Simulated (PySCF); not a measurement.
Assignment exercise: C$_{5}$H$_{8}$F$_{2}$O$_{3}$

Geometry:
| atom | x (Å) | y (Å) | z (Å) |
| --- | --- | --- | --- |
| F1 | 3.471 | 0.226 | -1.697 |
| C2 | 2.533 | 0.577 | -0.815 |
| F3 | 3.188 | 0.877 | 0.339 |
| O4 | 1.701 | -0.483 | -0.642 |
| C5 | 0.566 | -0.216 | 0.138 |
| C6 | -0.274 | -1.499 | 0.195 |
| O7 | -1.479 | -1.265 | 0.879 |
| C8 | -2.214 | -0.223 | 0.270 |
| C9 | -1.379 | 1.057 | 0.226 |
| O10 | -0.161 | 0.830 | -0.463 |
| H11 | 2.032 | 1.497 | -1.161 |
| H12 | 0.861 | 0.087 | 1.163 |
| H13 | -0.461 | -1.826 | -0.838 |
| H14 | 0.262 | -2.276 | 0.738 |
| H15 | -2.496 | -0.513 | -0.752 |
| H16 | -3.108 | -0.083 | 0.877 |
| H17 | -1.888 | 1.848 | -0.325 |
| H18 | -1.163 | 1.393 | 1.250 |

- shieldings: GIAO PBE0/pcSseg-1
- geometry from GFN2-xTB
- run in PySCF
- single conformer, no relativistic terms, no solvent model

Shifts are taken against calculated references (same method and geometry level): TMS for 13C, 1H.

Question: Assign these signals to the numbered atoms. 13C{1H} NMR (computed): δ 122.0 (CH), 98.2 (CH), 73.0 (CH2), 69.4 (CH2), 69.3 (CH2).

Answer: 
122.0 → C2, sp3 CH bonded to 2 F and O: 3 electronegative neighbours deshield it
98.2 → C5, sp3 carbon bearing two oxygens: 2 electronegative neighbours deshield it
73.0 → C6, sp3 CH2 bonded to O: deshielded by the electronegative neighbour
69.4 → C9, sp3 CH2 bonded to O
69.3 → C8, sp3 CH2 bonded to O

C9 and C8 lie closer than the usual error of such a calculation, so a measured spectrum could show them in the other order.

Question: Assign these signals to the numbered atoms. 1H NMR (600 MHz, computed): δ 6.89 (m, 1H), 5.22 (m, 1H), 3.96 (m, 1H), 3.96 (m, 1H), 3.85 (m, 1H), 3.75 (m, 1H), 3.66 (m, 1H), 3.57 (m, 1H).

Answer: 
```tsv
δ (ppm)	atoms	environment	reason
6.89	H11	hydrogen on an sp3 CH bonded to 2 F and O	its carbon carries F and O, which withdraws density
5.22	H12	hydrogen on an sp3 carbon bearing two oxygens	its carbon carries O, an electronegative neighbour
3.96	H18	hydrogen on an sp3 CH2 bonded to O	its carbon carries O, an electronegative neighbour
3.96	H14	hydrogen on an sp3 CH2 bonded to O	–
3.85	H17	hydrogen on an sp3 CH2 bonded to O	–
3.75	H15	hydrogen on an sp3 CH2 bonded to O	–
3.66	H16	hydrogen on an sp3 CH2 bonded to O	–
3.57	H13	hydrogen on an sp3 CH2 bonded to O	–
```

H18 and H14; H14 and H17; H17 and H15; H15 and H16; H16 and H13 lie closer than the usual error of such a calculation, so a measured spectrum could show them in the other order.

Splittings by 19F in the carbon and heteronuclear signals aren't shown, as no couplings were computed. Shifts are as computed. Against solution values, carbons near 30 ppm lie about +3 ppm off and those near 130 ppm about +5 ppm. Of 1211 compounds with measured shifts, 218 miss one by over three times the rms of a fit or turn the order of signals round; such compounds aren't used in these exercises. Multiplicities follow the n + 1 count of equivalent neighbours, as no J values were calculated; m marks all less simple cases, F and P coupling included.
